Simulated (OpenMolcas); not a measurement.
## Ru⁺: from CASSCF to CASPT2

| Item | Value |
| --- | --- |
| Program | OpenMolcas |
| Basis | ANO-RCC-VDZP [6s5p3d1f] |
| Scalar Hamiltonian | DKH2, point nucleus |
| Active space | 7 electrons in 6 orbitals (4d 5s) |
| State averaging | 2S+1 = 4 even, 50 roots; 2S+1 = 6 even, 6 roots kept (CI in the orbitals of an earlier block); 2S+1 = 2 even, 105 roots kept (CI in the orbitals of an earlier block) |
| Spin-orbit coupling | state interaction with AMFI integrals over the reference wave functions, term energies averaged over their components |

Methods on the same reference wave functions:
A. CASSCF
B. SS-CASPT2, IPEA 0.25 Eh, imaginary shift 0.1 Eh (closed shells correlated: 4s 4p)
C. MS-CASPT2, IPEA 0.25 Eh, imaginary shift 0.1 Eh (closed shells correlated: 4s 4p)

Energies in cm-1 above 4d7 4F 9/2, the measured ground level; measured values from NIST Handbook of Basic Atomic Spectroscopic Data.

```json
{"Level": "4d7 4F 9/2", "A": "0.0", "B": "0.0", "C": "0.0", "Measured": "0.0"}
{"Level": "4d6 5s 6D 9/2", "A": "1202", "B": "5930", "C": "5970", "Measured": "9151"}
{"Level": "4d7 4F 7/2", "A": "1628", "B": "1657", "C": "1667", "Measured": "1523"}
{"Level": "4d6 5s 6D 7/2", "A": "2181", "B": "6910", "C": "6950", "Measured": "10150"}
{"Level": "4d7 4F 5/2 [60 %]", "A": "2693", "B": "2720", "C": "2740", "Measured": "2494"}
{"Level": "4d6 5s 6D 5/2 [60 %]", "A": "2875", "B": "7440", "C": "7560", "Measured": "10852"}
{"Level": "4d6 5s 6D 3/2", "A": "3254", "B": "7820", "C": "7960", "Measured": "11304"}
{"Level": "4d7 4F 3/2", "A": "3470", "B": "3390", "C": "3410", "Measured": "3104"}
{"Level": "4d6 5s 6D 1/2", "A": "3533", "B": "8120", "C": "8270", "Measured": "11604"}
{"Level": "4d7 4P 5/2", "A": "10959", "B": "9080", "C": "8690", "Measured": "8257"}
{"Level": "4d7 4P 3/2 [69 %]", "A": "11518", "B": "9470", "C": "8950", "Measured": "8478"}
{"Level": "4d7 4P 1/2", "A": "12523", "B": "10600", "C": "9950", "Measured": "9374"}
{"Level": "4d7 2G 9/2", "A": "13403", "B": "11560", "C": "11600", "Measured": ""}
{"Level": "4d7 2G 7/2", "A": "14879", "B": "13030", "C": "13070", "Measured": ""}
{"Level": "4d6 5s 4D 7/2(1)", "A": "15257", "B": "17140", "C": "17180", "Measured": ""}
{"Level": "4d6 5s 4D 5/2(1)", "A": "16388", "B": "18330", "C": "18370", "Measured": ""}
{"Level": "4d6 5s 4D 1/2(1)", "A": "17282", "B": "19590", "C": "19620", "Measured": ""}
{"Level": "4d6 5s 4D 3/2(1) [67 %]", "A": "17500", "B": "19140", "C": "19160", "Measured": ""}
{"Level": "4d7 2H 11/2", "A": "18217", "B": "16350", "C": "16390", "Measured": ""}
{"Level": "4d7 2D 5/2", "A": "18322", "B": "15180", "C": "15230", "Measured": ""}
{"Level": "4d7 2P 1/2", "A": "19137", "B": "15160", "C": "15180", "Measured": ""}
{"Level": "4d7 2H 9/2", "A": "19707", "B": "17850", "C": "17890", "Measured": ""}
{"Level": "4d6 5s 4H 13/2", "A": "20796", "B": "24800", "C": "24840", "Measured": ""}
{"Level": "4d7 2D 3/2 [65 %]", "A": "20870", "B": "17600", "C": "17650", "Measured": ""}
```

Deviations, from unrounded energies. A percentage is the sum of absolute deviations over the sum of measured energies, with the sign that they share, or ± where signs differ.

| Against measurement | Levels | A | B | C |
| --- | --- | --- | --- | --- |
| mean absolute deviation (cm-1) | 11 | 4500 | 1900 | 1700 |
| fine structure of the ground term (%) | 3 | +9.4 | +9.1 | +9.8 |
| other terms of the ground configuration (%) | 3 | +34.1 | +11.6 | +5.7 |
| other configurations (%) | 5 | -75.4 | -31.7 | -30.8 |

C lies closest to measurement on these levels and A furthest from it. The largest miss of C in the table is 4d6 5s 6D 3/2, by -3300 cm-1. The ranking rests on the paired levels alone, and a cruder setting can come out closer through cancelling errors.

Between B and C the level of the table that moves most is 4d7 4P 1/2, by 650 cm-1 (lowest in C, highest in B). Moves below CASPT2's spread within the term are not significant.

The mean deviations of B to C differ by less than CASPT2's widest spread within a term (1100 cm-1), so their order carries little weight.

From A to B the spin-free energies of the other terms of 4d7 shown, above 4F, scale by factors of 0.77 to 0.89, as is usual when dynamic correlation screens the repulsion within a d or f shell.

The lowest spin-free term lies below A's lowest term by 0.352 hartree in B, 0.352 hartree in C.

Term energies are means over components that CASPT2 splits; among the terms shown or strongly mixed into the levels shown the widest spread is 1100 cm-1 (4d7 4F, C). Over all roots computed the reference weight is 0.87 to 0.92 in B, 0.87 to 0.92 in C; the roots of lowest weight are the least certain, and an intruder state may touch them. Some levels mix across a computed gap that differs much from the measured one, so their mixing is not that of the real levels. Terms from blocks run as CI alone lack orbitals of their own. Configurations are named by rounded mean occupations; where the s occupation lies near a half they are strongly mixed, a name can repeat and a true partner stay unpaired. A single d shell beside an s shell can misplace configurations of different d count against each other. Without dynamic correlation excited terms often stand tens of per cent too high (terms of higher spin than the ground term too low), and those without a measured partner can miss by more than the paired ones (holds for A). Blocks of more than 70 roots (2S+1 = 2 even) ran without multistate coupling (holds for C). Computed and measured levels are paired by configuration, term and J; levels that our copy of the source lacks, or whose pairing is in doubt (as where it misses far off the trend of its configuration), stay unpaired and out of the deviations. Only configurations of the active space appear. The table leaves out levels that lie high or whose names do not pair safely across all columns.

A share in square brackets marks a mixed level and gives the weight of the term that names it, the lowest over the columns. A number in round brackets counts repeated terms of one configuration in the order of the reference energies.
